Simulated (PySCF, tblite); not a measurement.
Isomers of C7H14O2Si. Computed values, GFN2-xTB/tblite, gas phase, harmonic and unscaled. This tight-binding method is rough: wavenumbers can miss measured ones by several per cent, in bad cases by 10 to 20. Modes of hydrogen on silicon can be 10 to 20 % off. One conformer each.

Electronic energies: PBE0/pcSseg-1 single points on the GFN2-xTB geometries (PySCF, gas phase).

```csv
SMILES,"electronic energy, lowest = 0 (kJ/mol)"
CO[Si@@H]1CC[C@H](CC=O)C1,108.6
C=C(C)[C@@]1(CC)CO[SiH2]O1,88.9
CO[Si@@H]1CC[C@@H](CC=O)C1,109.4
C=CC(=C)C[Si](O)(O)CC,0.0
COCC(=O)/C=C/[SiH](C)C,237.7
CC(=O)[C@@H]1C[Si@H](C)O[C@@H]1C,38.2
CCC[Si@@H]1CC[C@H]1OC=O,199.2
C=C(O[SiH2]O)C1CCCC1,43.9
```

Task: How do GFN2-xTB zero-point energies change the relative energies?

Result: 
```
                          SMILES  ZPE (kJ/mol)  of it from modes above 1550 cm⁻¹  electronic (kJ/mol)  with ZPE, lowest = 0 (kJ/mol)  lowest mode (cm⁻¹)  rings
           C=CC(=C)C[Si](O)(O)CC         511.4                             282.6                  0.0                            0.0                  16      0
CC(=O)[C@@H]1C[Si@H](C)O[C@@H]1C         516.1                             258.3                 38.2                           42.9                  64      1
            C=C(O[SiH2]O)C1CCCC1         515.3                             258.3                 43.9                           47.8                   8      1
      C=C(C)[C@@]1(CC)CO[SiH2]O1         513.6                             255.3                 88.9                           91.1                  47      1
       CO[Si@@H]1CC[C@H](CC=O)C1         517.5                             254.0                108.6                          114.7                  40      1
      CO[Si@@H]1CC[C@@H](CC=O)C1         517.7                             254.2                109.4                          115.6                  44      1
         CCC[Si@@H]1CC[C@H]1OC=O         519.2                             256.2                199.2                          207.0                  37      1
          COCC(=O)/C=C/[SiH](C)C         501.8                             266.5                237.7                          228.1                  13      0
```

The zero-point energies span 17.4 kJ/mol, from `COCC(=O)/C=C/[SiH](C)C` to `CCC[Si@@H]1CC[C@H]1OC=O`. The order is unchanged.

Task: And how do the electronic energies of GFN2-xTB itself compare?

Result: `C=CC(=C)C[Si](O)(O)CC` 197.1; `CC(=O)[C@@H]1C[Si@H](C)O[C@@H]1C` 164.1; `C=C(O[SiH2]O)C1CCCC1` 0.0; `C=C(C)[C@@]1(CC)CO[SiH2]O1` 41.0; `CO[Si@@H]1CC[C@H](CC=O)C1` 216.9; `CO[Si@@H]1CC[C@@H](CC=O)C1` 216.9; `CCC[Si@@H]1CC[C@H]1OC=O` 326.6; `COCC(=O)/C=C/[SiH](C)C` 456.4 kJ/mol, lowest = 0. Against the energies above, taken from the same isomer `C=CC(=C)C[Si](O)(O)CC`, the largest difference is 245.0 kJ/mol.

Task: What do entropy and thermal enthalpy add at 298.15 K and 1 bar (rigid rotor, harmonic oscillator, one conformer each)?

Result: 
```json
{"SMILES": "CC(=O)[C@@H]1C[Si@H](C)O[C@@H]1C", "point group": "C1", "symmetry number": "1", "S (J/(mol K))": "454.7", "H − H(0) (kJ/mol)": "35.10", "ZPE + H − H(0) − TS (kJ/mol)": "415.7"}
{"SMILES": "C=C(C)[C@@]1(CC)CO[SiH2]O1", "point group": "C1", "symmetry number": "1", "S (J/(mol K))": "444.7", "H − H(0) (kJ/mol)": "33.85", "ZPE + H − H(0) − TS (kJ/mol)": "414.9"}
{"SMILES": "CO[Si@@H]1CC[C@H](CC=O)C1", "point group": "C1", "symmetry number": "1", "S (J/(mol K))": "464.0", "H − H(0) (kJ/mol)": "34.58", "ZPE + H − H(0) − TS (kJ/mol)": "413.8"}
{"SMILES": "CO[Si@@H]1CC[C@@H](CC=O)C1", "point group": "C1", "symmetry number": "1", "S (J/(mol K))": "463.4", "H − H(0) (kJ/mol)": "34.61", "ZPE + H − H(0) − TS (kJ/mol)": "414.1"}
{"SMILES": "CCC[Si@@H]1CC[C@H]1OC=O", "point group": "C1", "symmetry number": "1", "S (J/(mol K))": "460.3", "H − H(0) (kJ/mol)": "34.29", "ZPE + H − H(0) − TS (kJ/mol)": "416.3"}
```

Not tabulated: `C=CC(=C)C[Si](O)(O)CC` (lowest mode only 16 cm⁻¹); `C=C(O[SiH2]O)C1CCCC1` (lowest mode only 8 cm⁻¹); `COCC(=O)/C=C/[SiH](C)C` (lowest mode only 13 cm⁻¹).
